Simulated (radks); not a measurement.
Rb10+, configuration [Ar] 3d9.

Method: Dirac Kohn-Sham, relativistic LDA (MacDonald-Vosko exchange, VWN5 correlation), spin-unpolarised, spherical densities, finite nucleus; open shells fill j = l - 1/2 first; Fermi nuclear charge, rms radius 4.2036 fm; computed with a radial shooting solver on a logarithmic mesh with Libxc functionals.

Energy parts (eV):
part                       energy
total                  -80008.411
kinetic                 82119.533
electron-nucleus      -187687.596
Hartree                 27947.732
exchange-correlation    -2388.081

Orbitals (lengths in bohr, moments of r in powers of bohr; r(max) is where P^2 peaks):
\begin{tabular}{lrrrrrrr}
orbital & occ. & eigenvalue (eV) & <r^4> & <r> & r(max) & <1/r> & small-component weight \\ \hline
1s1/2 & 2 & -15158.95 & 0.00001250 & 0.04043 & 0.02638 & 37.75 & 1.79e-02 \\
2s1/2 & 2 & -2204.309 & 0.002415 & 0.1780 & 0.1501 & 8.484 & 3.60e-03 \\
2p1/2 & 2 & -2022.294 & 0.001636 & 0.1524 & 0.1174 & 8.463 & 3.60e-03 \\
2p3/2 & 4 & -1961.862 & 0.001784 & 0.1565 & 0.1208 & 8.153 & 3.51e-03 \\
3s1/2 & 2 & -490.1722 & 0.1312 & 0.5038 & 0.4489 & 2.865 & 9.26e-04 \\
3p1/2 & 2 & -424.2956 & 0.1398 & 0.5012 & 0.4368 & 2.766 & 8.80e-04 \\
3p3/2 & 4 & -414.7728 & 0.1502 & 0.5107 & 0.4454 & 2.693 & 8.56e-04 \\
3d3/2 & 4 & -298.7732 & 0.1681 & 0.4956 & 0.3824 & 2.497 & 7.53e-04 \\
3d5/2 & 5 & -297.0769 & 0.1718 & 0.4987 & 0.3849 & 2.478 & 7.47e-04 \\
\end{tabular}

The highest occupied level is 3d5/2 at -297.08 eV. The electron density at the nucleus is 5.431e+04 e/bohr^3.
